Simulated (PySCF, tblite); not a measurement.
Species: C₃H₇F₃SSi₂.
Geometry (GFN2-xTB, Å), atoms numbered from 1 in this order:
```xyz
16
C3H7F3SSi2 angstrom
F     -2.6405    1.5731   -0.1148
C     -1.3716    1.2241   -0.4556
F     -1.4336    0.8747   -1.7625
C     -0.8792    0.0755    0.3907
F     -0.4080    0.5834    1.5820
Si    -1.6117   -1.6864    0.3296
C      0.0319   -0.9597   -0.2880
S      1.5828   -1.3788    0.5385
Si     2.7075    0.4054    0.1364
H     -0.7451    2.1262   -0.3655
H     -2.6469   -1.8693   -0.6655
H     -1.5716   -2.3758    1.5983
H      0.1963   -0.7892   -1.3459
H      4.0021    0.1016    0.7150
H      2.0452    1.5445    0.7566
H      2.7348    0.5597   -1.3160
```

Theory: PBE0/pcSseg-1 in PySCF (dipole) on a GFN2-xTB geometry, gas phase.

Take the most abundant isotopes and a rigid rotor. The values belong to one conformer with, in the numbering `[F:1][CH:2]([F:3])[C@@:4]1([F:5])[SiH2:6][C@@H:7]1[S:8][SiH3:9]`, F1–C2–C4–F5 -83°, Si6–C7–S8–Si9 -151°.

Give the principal moments of inertia and the rotational constants in MHz.

Ia = 356.04, Ib = 737.18, Ic = 880.17 u·Å²; 505379 MHz·u·Å²/I gives A = 1419, B = 685.6, C = 574.2 MHz.

Classify the top.

An asymmetric top; Ray's κ = -0.736.

What does the inertial defect say?

Not planar: Δ = Ic − Ia − Ib = -213.05 u·Å². For a rigid frame Δ = −2 Σ m c², so Σ m c² = 106.52 u·Å² lies off the ab plane: 7.47 from hydrogen and 99.06 from heavier atoms. The atom farthest from that plane is 1.63 Å away.

Give the other two planar moments, Paa and Pbb, and the rms extents of the mass along the axes.

Paa = Σ m a² = (Ib + Ic − Ia)/2 = 630.66 and Pbb = Σ m b² = (Ia + Ic − Ib)/2 = 249.51 u·Å². With the mass M = 187.98 u, the rms extents √(P/M) along a, b and c are 1.83, 1.15, 0.75 Å.

Which lines would a microwave search look for?

The dipole components are |μa| = 0.24 D, |μb| = 0.13 D, |μc| = 0.79 D. The squared components, which scale the intensities, stand as 0.09 : 0.03 : 1.00 (a : b : c). Some lines, for components of 0.1 D or more:

| type | branch | J(Ka,Kc) | MHz | lower level (cm⁻¹) |
| --- | --- | --- | --- | --- |
| c | Q | 2(1,2) ← 2(0,2) | 634 | 0.126 |
| a | Q | 3(1,2) ← 3(1,3) | 667 | 0.267 |
| c | Q | 1(1,1) ← 1(0,1) | 734 | 0.042 |
| b | Q | 2(1,1) ← 2(0,2) | 968 | 0.126 |
| b | Q | 3(1,2) ← 3(0,3) | 1174 | 0.250 |
| a | R | 1(0,1) ← 0(0,0) | 1260 | 0.000 |
| b | R | 3(1,2) ← 2(2,1) | 1737 | 0.231 |
| b | R | 1(1,1) ← 0(0,0) | 1994 | 0.000 |
| c | Q | 3(2,2) ← 3(1,2) | 2042 | 0.289 |
| b | Q | 3(2,1) ← 3(1,2) | 2100 | 0.289 |
| c | Q | 2(2,1) ← 2(1,1) | 2202 | 0.158 |
| b | Q | 2(2,0) ← 2(1,1) | 2213 | 0.158 |
| a | R | 2(0,2) ← 1(0,1) | 2508 | 0.042 |
| a | R | 2(1,1) ← 1(1,0) | 2631 | 0.070 |
| b | R | 3(0,3) ← 2(1,2) | 3099 | 0.147 |
| a | R | 3(1,3) ← 2(1,2) | 3605 | 0.147 |
| a | R | 3(2,2) ← 2(2,1) | 3779 | 0.231 |
| a | R | 3(2,1) ← 2(2,0) | 3825 | 0.232 |
| c | Q | 3(3,1) ← 3(2,1) | 3897 | 0.359 |
| b | Q | 3(3,0) ← 3(2,1) | 3898 | 0.359 |
| a | R | 3(1,2) ← 2(1,1) | 3939 | 0.158 |
| b | R | 2(2,1) ← 1(1,0) | 4833 | 0.070 |
| c | R | 2(2,1) ← 1(1,1) | 4944 | 0.067 |
| c | R | 3(2,2) ← 2(1,2) | 6315 | 0.147 |
| b | R | 3(2,1) ← 2(1,2) | 6373 | 0.147 |
| b | R | 3(3,1) ← 2(2,0) | 7722 | 0.232 |

Its GFN2-xTB frequencies are all real (lowest 18 cm⁻¹). Zero-point vibration and centrifugal distortion are left out. A rigid rotor knows nothing of internal rotation, which can split or shift real lines.

The run took 74 s on one thread of an Arm Neoverse N1, on a shared host, and the process peaked at 0.95 GiB of memory. This is the PBE0/pcSseg-1 job that gave the dipole, with the shieldings it also computed.
